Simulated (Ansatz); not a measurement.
Gas-phase electronic energies from Ansatz, PBE0-D4/def2-TZVP geometries. CCSD(T)/CBS adds triple-zeta CCSD(T) − MP2 to the extrapolated MP2 energy (def2 sets, frozen cores). This one scheme is used for every species. Functionals use def2-TZVPP. B3LYP here is the variant with VWN-RPA as its local correlation; programs differ in this. One conformer a species, not always the lowest.

`C=C[SiH2]N` + `N[SiH](O)Cl` → `N[SiH2]O[SiH](N)Cl` + `C=C`  (ligand exchange at the Si–C bond)

```csv
level,ΔE (kJ/mol),difference from CCSD(T)/CBS
PBE-D4,-111.1,13.4
r2SCAN-D4,-122.2,2.3
PBE0-D4,-116.5,8.0
B3LYP-D4,-127.7,-3.2
ωB97M-V,-123.7,0.8
B2PLYP,-123.9,0.6
B3LYP,-120.9,3.6
SCS-MP2/def2-TZVPP,-126.8,-2.3
CCSD/def2-TZVPP,-126.1,-1.6
MP2/def2-QZVPP,-124.9,-0.4
CCSD(T)/CBS,-124.5,0
```

Largest T1 diagnostic among the species: 0.011.

In def2-TZVPP, CCSD(T) changes the Hartree–Fock value by +12.7 kJ/mol (the triples alone add +1.7 kJ/mol) and MP2 by +12.8 kJ/mol. The D4 term adds −6.8 kJ/mol with B3LYP and −4.3 kJ/mol with PBE0; it sums over pairs of atoms, weighted by their polarisabilities, and B3LYP, whose exchange is more repulsive, gets the larger term.
